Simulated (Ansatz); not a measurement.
The cluster Be3⁻, relaxed as a doublet with UKS B3LYP/def2-TZVPD in Ansatz, starting from the GFN1-xTB geometry. Force threshold 0.02 eV/Å.

The highest occupied level of the charge -1 doublet lies above zero (up to 0.23 eV). By energy differences its removal costs 1.63 eV (vertical, to the charge 0 singlet, at PBE/def2-TZVPD). The structure comes from a short search, and lower isomers may exist.

Start:

| atom | x (Å) | y (Å) | z (Å) |
| --- | --- | --- | --- |
| Be1 | -0.3789 | -0.0427 | 1.0628 |
| Be2 | 1.0813 | 0.2507 | -0.2038 |
| Be3 | -0.7024 | -0.2080 | -0.8590 |

Question: Estimate the energy that the relaxation releases and the steps that it takes.

Answer: 3.2 kcal/mol, in 3 steps; 8.5 s on 4 threads of Arm Neoverse V2 on a shared host. No frequencies were taken in this run, so the end may be a saddle point.

Question: Does the start keep its bonding and symmetry?

Answer: By distances, no bond broke or formed. The bond that changes most is Be1–Be2, from 1.96 to 2.10 Å (atoms count from 1). Point group D3h at the start, D3h at the end, both within 0.05 Å.

Question: Predict the relaxed structure.

Answer: 
```xyz
3

Be   -0.407   -0.046    1.138
Be    1.159    0.269   -0.219
Be   -0.752   -0.223   -0.919
```
Bond lengths (bridged metal pairs left out): 3 × Be–Be 2.09 to 2.10 Å.
